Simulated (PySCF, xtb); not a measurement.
MoOF3, SMILES [O]=[Mo+]([F])([F])[F], charge +1, multiplicity 1.

GFN2-xTB (xtb 6.7.1) at its own geometry gives an orbital gap of 4.37 eV.

Geometry: r2SCAN-D4/def2-SVP. The multiplicity is an assumed one; other spin states were not compared. The isomer is the one that the SMILES or the coordinates give; other isomers of the formula were not compared. The def2 effective core potentials stand for the cores of Mo; spin–orbit coupling is left out.

What does r2SCAN/def2-TZVPD run with PySCF give? (An estimate is asked for; the answer gives what the named calculation found.)

gap 5.59 eV (levels -17.21 and -11.62 eV).
